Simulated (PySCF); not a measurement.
Do core-level shifts follow atomic charges?

C4H12Si2.
Atom-mapped SMILES: `[CH3:1][CH:2]1[CH2:3][SiH2:4][SiH2:5][CH2:6]1`

Binding energies: PySCF 2.14.0, delta-SCF UKS SCAN, pcX-2 on the ionised atom, pcseg-1 elsewhere, spin-free X2C. Charges: PBE0/pcSseg-1 ground-state density, for the ionised atom.

| atom | environment | C 1s (eV) | Mulliken (e) | IAO (e) | Hirshfeld (e) | ESP (e) |
| --- | --- | --- | --- | --- | --- | --- |
| C3 | sp3 carbon bound to silicon | 289.89 | -0.458 | -0.521 | -0.156 | -0.337 |
| C1 | methyl carbon | 290.38 | -0.202 | -0.403 | -0.115 | -0.652 |
| C2 | sp3 CH carbon | 290.61 | -0.369 | -0.080 | -0.018 | +0.357 |

Task: Give the correlation coefficient and slope of binding energy on charge for each scheme.

Result: Hirshfeld: r = 0.90, slope 4.7 eV per e; IAO: r = 0.89, slope 1.4 eV per e; Mulliken: r = 0.53, slope 1.5 eV per e; ESP: r = 0.50, slope 0.4 eV per e. On 3 points no scheme stands out.

Task: The point-charge model writes a binding energy as kq + V + constant, with V the potential of the other atoms' charges at the site. What does it give with the Mulliken charges?

Result: V = Σ 14.40 eV Å × q/r over all other atoms: +3.47 eV at C3, +1.23 eV at C1, -0.16 eV at C2. Fitting binding energy − V to q gives k = 8.1 eV per e and leaves an rms residual of 1.58 eV, against 0.25 eV for the fit on q alone. The model has no term for differences in relaxation between sites.

The structure is a single PBE0-D3(BJ)/def2-SVP conformer in the gas phase; no vibrational or solvent corrections.
